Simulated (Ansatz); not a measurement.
A short molecular-dynamics run on FGaH₂S, SMILES `[F][GaH][SH]`.

```yaml
crystal:
  periodic: [false, false, false]
  atoms:
    - {symbol: F, position_ang: [-1.366219, 0.172983, 1.096359]}
    - {symbol: Ga, position_ang: [-0.381668, -0.506888, -0.188462]}
    - {symbol: S, position_ang: [1.494879, 0.566140, -0.490507]}
    - {symbol: H, position_ang: [-0.908579, -1.744626, -0.951462]}
    - {symbol: H, position_ang: [1.211489, 1.438792, 0.492671]}
basis:
  gaussian: {orbitals: def2-SVP}
hamiltonian: {xc: {name: r2SCAN}}
md: {timestep: 0.5 fs, n_steps: 30, ensemble: nve, temperature: 1000, initial_velocities: maxwell_boltzmann, seed: 717}
```

```sh
$ ansatz run in.yaml --threads 2 --pin off --events-out ev --progress --plain --max-ram 32768MiB --backend cpu
```

```csv
step,time (fs),potential energy (eV),kinetic (eV),T (K),conserved (eV)
0,0.0,-65950.5922,0.3878,1000,-65950.2044
1,0.5,-65950.5749,0.3707,956,-65950.2043
2,1.0,-65950.5388,0.3351,864,-65950.2037
3,1.5,-65950.4930,0.2901,748,-65950.2029
4,2.0,-65950.4506,0.2486,641,-65950.2021
5,2.5,-65950.4246,0.2230,575,-65950.2016
6,3.0,-65950.4215,0.2198,567,-65950.2018
7,3.5,-65950.4392,0.2368,611,-65950.2024
8,4.0,-65950.4678,0.2647,683,-65950.2032
9,4.5,-65950.4956,0.2919,753,-65950.2037
10,5.0,-65950.5132,0.3092,797,-65950.2039
11,5.5,-65950.5164,0.3125,806,-65950.2039
12,6.0,-65950.5058,0.3023,779,-65950.2036
13,6.5,-65950.4854,0.2822,728,-65950.2032
14,7.0,-65950.4601,0.2571,663,-65950.2029
15,7.5,-65950.4345,0.2318,598,-65950.2027
16,8.0,-65950.4125,0.2100,541,-65950.2025
17,8.5,-65950.3966,0.1941,501,-65950.2025
18,9.0,-65950.3879,0.1855,478,-65950.2025
19,9.5,-65950.3868,0.1843,475,-65950.2025
20,10.0,-65950.3923,0.1897,489,-65950.2026
21,10.5,-65950.4028,0.2000,516,-65950.2028
22,11.0,-65950.4156,0.2125,548,-65950.2030
23,11.5,-65950.4271,0.2238,577,-65950.2033
24,12.0,-65950.4331,0.2295,592,-65950.2036
25,12.5,-65950.4294,0.2256,582,-65950.2038
26,13.0,-65950.4137,0.2099,541,-65950.2038
27,13.5,-65950.3869,0.1834,473,-65950.2035
28,14.0,-65950.3551,0.1522,393,-65950.2029
29,14.5,-65950.3281,0.1259,325,-65950.2022
30,15.0,-65950.3161,0.1143,295,-65950.2019
```

Velocities are drawn at the set temperature; a run this short doesn't reach equilibrium.

Frames (Å, forces in eV/Å):

```xyz
5
time=0.0 fs
F    -1.366    0.173    1.096    0.018    0.007   -0.006
Ga   -0.382   -0.507   -0.188   -0.092   -0.077   -0.006
S     1.495    0.566   -0.491    0.103   -0.116   -0.175
H    -0.909   -1.745   -0.951    0.022    0.036    0.017
H     1.211    1.439    0.493   -0.051    0.151    0.171
5
time=0.5 fs
F    -1.367    0.173    1.096    0.007    0.015    0.015
Ga   -0.383   -0.507   -0.188   -0.098   -0.243   -0.164
S     1.498    0.569   -0.491    0.178   -0.622   -0.691
H    -0.917   -1.757   -0.960    0.107    0.230    0.137
H     1.223    1.414    0.484   -0.194    0.620    0.703
5
time=1.0 fs
F    -1.368    0.172    1.095   -0.005    0.022    0.037
Ga   -0.384   -0.508   -0.187   -0.097   -0.389   -0.310
S     1.501    0.571   -0.492    0.254   -1.120   -1.224
H    -0.925   -1.768   -0.969    0.184    0.403    0.245
H     1.234    1.392    0.477   -0.336    1.083    1.252
5
time=1.5 fs
F    -1.369    0.172    1.094   -0.017    0.030    0.059
Ga   -0.385   -0.509   -0.186   -0.088   -0.511   -0.441
S     1.504    0.574   -0.493    0.312   -1.553   -1.710
H    -0.933   -1.779   -0.977    0.250    0.552    0.338
H     1.245    1.371    0.474   -0.457    1.482    1.753
5
time=2.0 fs
F    -1.370    0.171    1.093   -0.028    0.037    0.081
Ga   -0.387   -0.509   -0.185   -0.070   -0.608   -0.556
S     1.508    0.576   -0.494    0.332   -1.861   -2.067
H    -0.940   -1.788   -0.984    0.306    0.676    0.417
H     1.254    1.355    0.474   -0.539    1.756    2.125
5
time=2.5 fs
F    -1.371    0.171    1.092   -0.040    0.045    0.103
Ga   -0.388   -0.510   -0.184   -0.042   -0.681   -0.655
S     1.511    0.578   -0.495    0.298   -1.994   -2.223
H    -0.946   -1.796   -0.990    0.351    0.774    0.480
H     1.262    1.342    0.479   -0.566    1.855    2.296
5
time=3.0 fs
F    -1.372    0.171    1.092   -0.053    0.053    0.125
Ga   -0.389   -0.510   -0.184   -0.006   -0.728   -0.737
S     1.514    0.580   -0.497    0.207   -1.937   -2.141
H    -0.952   -1.802   -0.995    0.385    0.847    0.527
H     1.268    1.334    0.490   -0.533    1.765    2.227
5
time=3.5 fs
F    -1.373    0.170    1.091   -0.065    0.061    0.147
Ga   -0.390   -0.511   -0.183    0.040   -0.751   -0.803
S     1.517    0.582   -0.498    0.064   -1.712   -1.832
H    -0.956   -1.806   -0.999    0.408    0.894    0.559
H     1.274    1.330    0.507   -0.447    1.507    1.930
5
time=4.0 fs
F    -1.374    0.170    1.090   -0.076    0.070    0.168
Ga   -0.392   -0.512   -0.182    0.093   -0.750   -0.853
S     1.521    0.584   -0.500   -0.112   -1.372   -1.351
H    -0.960   -1.808   -1.001    0.421    0.918    0.576
H     1.278    1.330    0.528   -0.326    1.134    1.460
5
time=4.5 fs
F    -1.375    0.169    1.090   -0.087    0.078    0.189
Ga   -0.393   -0.512   -0.182    0.156   -0.726   -0.887
S     1.524    0.585   -0.502   -0.301   -0.982   -0.775
H    -0.963   -1.807   -1.002    0.423    0.918    0.578
H     1.281    1.332    0.552   -0.190    0.712    0.896
5
time=5.0 fs
F    -1.376    0.169    1.089   -0.098    0.086    0.209
Ga   -0.394   -0.513   -0.181    0.226   -0.679   -0.905
S     1.527    0.587   -0.503   -0.486   -0.596   -0.181
H    -0.964   -1.804   -1.002    0.416    0.895    0.565
H     1.284    1.336    0.579   -0.058    0.294    0.312
5
time=5.5 fs
F    -1.377    0.169    1.088   -0.107    0.094    0.228
Ga   -0.395   -0.514   -0.180    0.304   -0.609   -0.907
S     1.530    0.588   -0.505   -0.654   -0.251    0.377
H    -0.965   -1.800   -1.000    0.398    0.848    0.537
H     1.287    1.341    0.606    0.060   -0.081   -0.236
5
time=6.0 fs
F    -1.378    0.168    1.088   -0.116    0.101    0.247
Ga   -0.396   -0.515   -0.180    0.390   -0.517   -0.892
S     1.533    0.590   -0.507   -0.801    0.032    0.865
H    -0.965   -1.793   -0.997    0.369    0.777    0.494
H     1.290    1.346    0.633    0.158   -0.394   -0.714
5
time=6.5 fs
F    -1.380    0.168    1.087   -0.123    0.109    0.264
Ga   -0.398   -0.515   -0.179    0.484   -0.402   -0.861
S     1.537    0.591   -0.509   -0.925    0.250    1.270
H    -0.963   -1.784   -0.993    0.330    0.682    0.436
H     1.294    1.350    0.658    0.233   -0.640   -1.108
5
time=7.0 fs
F    -1.381    0.168    1.087   -0.128    0.116    0.279
Ga   -0.399   -0.516   -0.179    0.586   -0.263   -0.813
S     1.540    0.593   -0.510   -1.026    0.405    1.590
H    -0.961   -1.774   -0.988    0.280    0.563    0.361
H     1.298    1.352    0.680    0.288   -0.822   -1.418
5
time=7.5 fs
F    -1.382    0.167    1.086   -0.132    0.124    0.293
Ga   -0.400   -0.517   -0.178    0.696   -0.102   -0.748
S     1.543    0.595   -0.512   -1.108    0.505    1.830
H    -0.959   -1.762   -0.982    0.220    0.421    0.271
H     1.302    1.352    0.699    0.325   -0.947   -1.647
5
time=8.0 fs
F    -1.383    0.167    1.086   -0.135    0.130    0.306
Ga   -0.401   -0.518   -0.178    0.812    0.080   -0.667
S     1.545    0.596   -0.513   -1.174    0.556    1.997
H    -0.955   -1.749   -0.975    0.149    0.256    0.166
H     1.308    1.350    0.714    0.347   -1.022   -1.802
5
time=8.5 fs
F    -1.384    0.167    1.085   -0.135    0.137    0.318
Ga   -0.402   -0.519   -0.177    0.935    0.280   -0.572
S     1.548    0.598   -0.515   -1.224    0.564    2.097
H    -0.952   -1.736   -0.968    0.069    0.071    0.047
H     1.314    1.346    0.725    0.355   -1.052   -1.890
5
time=9.0 fs
F    -1.385    0.167    1.085   -0.135    0.143    0.327
Ga   -0.403   -0.519   -0.177    1.062    0.495   -0.465
S     1.551    0.599   -0.516   -1.260    0.533    2.133
H    -0.948   -1.722   -0.960   -0.019   -0.129   -0.082
H     1.321    1.339    0.731    0.352   -1.043   -1.914
5
time=9.5 fs
F    -1.386    0.166    1.084   -0.133    0.148    0.335
Ga   -0.404   -0.520   -0.177    1.190    0.718   -0.350
S     1.553    0.601   -0.517   -1.284    0.466    2.104
H    -0.945   -1.709   -0.953   -0.110   -0.337   -0.217
H     1.329    1.329    0.732    0.338   -0.995   -1.873
5
time=10.0 fs
F    -1.388    0.166    1.084   -0.130    0.152    0.342
Ga   -0.405   -0.521   -0.176    1.314    0.939   -0.233
S     1.556    0.603   -0.517   -1.295    0.361    2.007
H    -0.941   -1.697   -0.947   -0.202   -0.544   -0.353
H     1.338    1.317    0.730    0.313   -0.908   -1.763
5
time=10.5 fs
F    -1.389    0.166    1.084   -0.126    0.155    0.346
Ga   -0.406   -0.522   -0.176    1.430    1.147   -0.122
S     1.558    0.605   -0.518   -1.292    0.217    1.834
H    -0.938   -1.686   -0.941   -0.289   -0.739   -0.481
H     1.347    1.303    0.723    0.277   -0.780   -1.577
5
time=11.0 fs
F    -1.390    0.166    1.084   -0.121    0.157    0.349
Ga   -0.407   -0.522   -0.176    1.532    1.330   -0.025
S     1.561    0.606   -0.518   -1.276    0.029    1.576
H    -0.936   -1.676   -0.937   -0.364   -0.908   -0.593
H     1.357    1.287    0.712    0.229   -0.608   -1.306
5
time=11.5 fs
F    -1.391    0.166    1.083   -0.115    0.157    0.350
Ga   -0.408   -0.523   -0.175    1.615    1.475    0.050
S     1.563    0.608   -0.519   -1.245   -0.204    1.221
H    -0.935   -1.669   -0.933   -0.423   -1.039   -0.681
H     1.368    1.270    0.698    0.168   -0.389   -0.941
5
time=12.0 fs
F    -1.393    0.166    1.083   -0.109    0.156    0.349
Ga   -0.409   -0.523   -0.175    1.673    1.572    0.096
S     1.565    0.610   -0.519   -1.200   -0.484    0.766
H    -0.934   -1.665   -0.932   -0.460   -1.121   -0.736
H     1.379    1.252    0.681    0.096   -0.123   -0.474
5
time=12.5 fs
F    -1.394    0.165    1.083   -0.102    0.153    0.346
Ga   -0.409   -0.524   -0.174    1.703    1.614    0.108
S     1.567    0.612   -0.519   -1.144   -0.805    0.213
H    -0.935   -1.663   -0.932   -0.471   -1.147   -0.755
H     1.391    1.233    0.664    0.014    0.185    0.088
5
time=13.0 fs
F    -1.395    0.165    1.083   -0.095    0.149    0.341
Ga   -0.410   -0.525   -0.174    1.704    1.600    0.085
S     1.569    0.613   -0.519   -1.081   -1.153   -0.415
H    -0.937   -1.663   -0.934   -0.456   -1.115   -0.735
H     1.402    1.215    0.647   -0.072    0.519    0.724
5
time=13.5 fs
F    -1.396    0.165    1.083   -0.088    0.143    0.334
Ga   -0.411   -0.525   -0.174    1.678    1.531    0.028
S     1.571    0.615   -0.520   -1.019   -1.500   -1.069
H    -0.940   -1.667   -0.938   -0.416   -1.027   -0.677
H     1.413    1.198    0.631   -0.155    0.853    1.385
5
time=14.0 fs
F    -1.398    0.165    1.083   -0.080    0.135    0.325
Ga   -0.411   -0.525   -0.173    1.628    1.417   -0.057
S     1.573    0.617   -0.520   -0.970   -1.808   -1.673
H    -0.944   -1.673   -0.944   -0.354   -0.891   -0.587
H     1.424    1.183    0.619   -0.224    1.148    1.993
5
time=14.5 fs
F    -1.399    0.165    1.083   -0.073    0.125    0.315
Ga   -0.412   -0.526   -0.173    1.560    1.269   -0.164
S     1.574    0.618   -0.520   -0.943   -2.033   -2.134
H    -0.949   -1.681   -0.950   -0.275   -0.720   -0.473
H     1.434    1.171    0.612   -0.269    1.359    2.456
5
time=15.0 fs
F    -1.400    0.165    1.083   -0.065    0.115    0.303
Ga   -0.412   -0.526   -0.173    1.479    1.099   -0.283
S     1.576    0.619   -0.521   -0.946   -2.136   -2.363
H    -0.954   -1.691   -0.958   -0.187   -0.526   -0.342
H     1.444    1.162    0.611   -0.282    1.449    2.686
```

It took 74 s on 2 threads of a server CPU on a shared host, with 0.18 GiB of host memory at the peak.
